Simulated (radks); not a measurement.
The numbers below are computed, except where a source is named.
Ionisation of Ti, [Ar] 3d2 4s2, to Ti+, [Ar] 3d2 4s1, under several functionals. Dirac Kohn-Sham, spin-unpolarised, spherical densities, point nucleus; open shells fill j = l - 1/2 first; a radial shooting solver on a logarithmic mesh with Libxc functionals.

| functional | E(Ti) (hartree) | Exc (hartree) | IE (eV) | -e(HOMO) (eV) | <r> HOMO (bohr) | IE error (eV) |
|---|---|---|---|---|---|---|
| PW91 | -853.83578 | -42.21023 | 7.390 | 4.336 | 1.612 | +0.562 |
| XLYP | -854.03685 | -42.41204 | 7.303 | 4.175 | 1.615 | +0.475 |
| LDA (Slater exchange, VWN5 correlation) | -851.74314 | -40.06608 | 7.525 | 4.482 | 1.608 | +0.697 |

NIST Atomic Spectra Database: 6.828 eV (measured). Closest: XLYP. The Delta-SCF values span 0.22 eV, the total energies 2.29 hartree. The highest occupied level is 3d3/2. Spin polarisation and multiplet splitting are left out, so open shells lie too high by an amount that depends on their filling.

Beside tabulated values, note that spin-unpolarised runs miss the spin-polarisation part of the exchange energy of open shells.
